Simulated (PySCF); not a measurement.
PySCF 2.14 output of an unrestricted PBE0 calculation on a single atom or ion in aug-cc-pwCVTZ-PP with ECP28MDF (8s7p6d4f1g, 96 functions), with a scalar-relativistic core potential:

```
SCF conv_tol = 1e-09
number electrons alpha = 13  beta = 11
    C. Adamo and V. Barone.,  J. Chem. Phys. 110, 6158 (1999)
    M. Ernzerhof and G. E. Scuseria.,  J. Chem. Phys. 110, 5029 (1999)
cycle= 1 E= -240.256311731635  delta_E= -0.00786  |g|= 0.0227  |ddm|= 0.273
cycle= 2 E= -240.256662668436  delta_E= -0.000351  |g|= 0.00887  |ddm|= 0.0844
cycle= 3 E= -240.256747405782  delta_E= -8.47e-05  |g|= 0.00642  |ddm|= 0.035
cycle= 4 E= -240.256770232501  delta_E= -2.28e-05  |g|= 0.00146  |ddm|= 0.0115
cycle= 5 E= -240.256776547831  delta_E= -6.32e-06  |g|= 0.000347  |ddm|= 0.0101
cycle= 6 E= -240.256777124757  delta_E= -5.77e-07  |g|= 8.61e-05  |ddm|= 0.00341
cycle= 7 E= -240.256777152833  delta_E= -2.81e-08  |g|= 7.33e-06  |ddm|= 0.00089
cycle= 8 E= -240.256777152957  delta_E= -1.23e-10  |g|= 7.47e-07  |ddm|= 5.06e-05
converged SCF energy = -240.256777152957  <S^2> = 2.0076134  2S+1 = 3.0050713
```

The run itself started from symmetry-adapted Hartree-Fock orbitals and held the occupation by maximum overlap, on a logarithmic radial grid, so the iterations belong to that start.

Q: Which element, charge and spin multiplicity is this?

A: Sb⁻ (antimony, charge -1), multiplicity 3; the state was [Kr] 4d10 5s2 5p4, high-spin 3P determinant.

Energies and moments cover only the electrons outside the core potential. At PBE0 the highest occupied level has a positive energy, so only the finite basis holds that electron; in a semilocal or global hybrid functional this comes from self-interaction and does not mean that the real anion is unbound.
